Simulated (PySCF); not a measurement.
Mapped SMILES: `[CH3:1][C:2]([CH3:3])([CH3:4])[S:5](=[O:6])(=[O:7])[Cl:8]`. Hydrogens are named by the atom that carries them.

Geometry: PBE0-D3(BJ)/def2-SVP; GIAO shifts from PySCF, gas phase, non-relativistic, averaged over equivalent atoms.

At B97-2/pcSseg-1 (195 basis functions, 30 s wall time on 1 thread of an Arm Neoverse V1, shared host):
```csv
atoms,δ (ppm)
C2,80.3
C1/C3/C4,25.2
S5,411.4
O6/O7,311.1
Cl8,563.5
H(C1)/H(C3)/H(C4),1.49
```

References, each an isolated molecule treated in the same way: 13C (σref 183.69), 1H (σref 31.38) vs TMS; 33S (σref 499.83) vs CS2; 17O (σref 331.62) vs H2O; 35Cl (σref 937.79) against HCl.

Q: Predict the values at PBE0/pcSseg-1 on the same geometry.

A: 
| atoms | δ at PBE0/pcSseg-1 | change |
| --- | --- | --- |
| C2 | 81.0 | +0.7 |
| C1/C3/C4 | 25.2 | +0.0 |
| S5 | 412.9 | +1.5 |
| O6/O7 | 316.3 | +5.2 |
| Cl8 | 566.7 | +3.2 |
| H(C1)/H(C3)/H(C4) | 1.48 | -0.01 |

Referencing at the same level of theory: 13C (184.41 ppm), 1H (31.27 ppm) against TMS; CS2 for 33S (495.66 ppm); 17O (334.56 ppm) against H2O; 35Cl (943.27 ppm) against HCl.

The largest change is at O6/O7 (S=O oxygen). Cost: 195 basis functions, 31 s wall time on 1 thread of an Arm Neoverse V1, shared host.

Unscaled 17O shifts of doubly bonded oxygen tend to come out too high, by tens of ppm or more. Experimental scales use liquid or dissolved standards, which lie at an offset from isolated H2O (liquid H2O: subtract about 36 ppm).
